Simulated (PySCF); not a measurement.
Worked example: chemical shift, span and skew from a shielding tensor

C2H4F2Si, SMILES [SiH2](C(=C)F)F. Atoms are numbered in the order given.

```xyz
9

C     -1.3904     1.2054     0.0000
C     -0.0990     0.8658     0.0000
F      0.8647     1.8264     0.0000
Si     0.5981    -0.8797     0.0000
F     -0.6855    -1.8856     0.0000
H     -2.1486     0.4205     0.0000
H     -1.7097     2.2511     0.0000
H      1.4046    -1.1243    -1.2187
H      1.4046    -1.1243     1.2187
```
Charge 0, spin multiplicity 1.

The structure is a stationary point at TPSSh-D3(BJ)/def2-SVP. The structure was generated by enumeration, and PubChem lists no compound with its InChIKey, so it may never have been made. One conformer was computed; it need not be the lowest.

GIAO shieldings from PBE/pcSseg-1 (PySCF), non-relativistic, no solvent. The symmetric part of the tensor of F5 has the principal values 368.4, 378.5, 428.4 ppm. The same nucleus in CFCl3 has σ = 133.6 ppm at this level (PySCF, at its B3LYP-D3(BJ)/def2-TZVP geometry).

Question: Work out the isotropic shielding, the ¹⁹F shift against CFCl3, the span and the skew.

Answer: 
σ(iso) = (σ11 + σ22 + σ33)/3 = 391.8 ppm. δ = σ(ref) − σ(iso) = 133.6 − (391.8) = -258.2 ppm.
Span Ω = σ33 − σ11 = 60.0 ppm. Skew κ = 3(σ(iso) − σ22)/Ω = 0.66. Tumbling in solution averages the tensor to δ; in a static solid the shielding alone would spread this spin-1/2 line over Ω.
